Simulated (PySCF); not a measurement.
**Electron correlation in Ca (calcium, neutral)**

[Ar] 4s2, closed-shell 1S. Calculation: PySCF 2.14, in x2c-SVPall (5s3p2d, 24 functions); the spin-free X2C one-electron Hamiltonian (Gaussian nucleus). Frozen: [Ar]; 2 electrons correlated.

Total MP2 correlation energy: -17.24 mhartree.

Same-spin part 0.00 and opposite-spin part -17.24 mhartree; SCS-MP2 scales them by 1/3 and 6/5 to -20.69 mhartree.

With two correlated electrons CCSD is exact within the correlated space (frozen core and kept virtual orbitals).

| level | correlation energy (mhartree) |
| --- | --- |
| CCSD | -26.84 |

Diagnostics: T1 = 0.020, D1 = 0.0285, largest double amplitude 0.157.

Task: Is a single reference adequate?

Result: Not fully. A double-excitation amplitude exceeds 0.15, a sign of near-degeneracy.
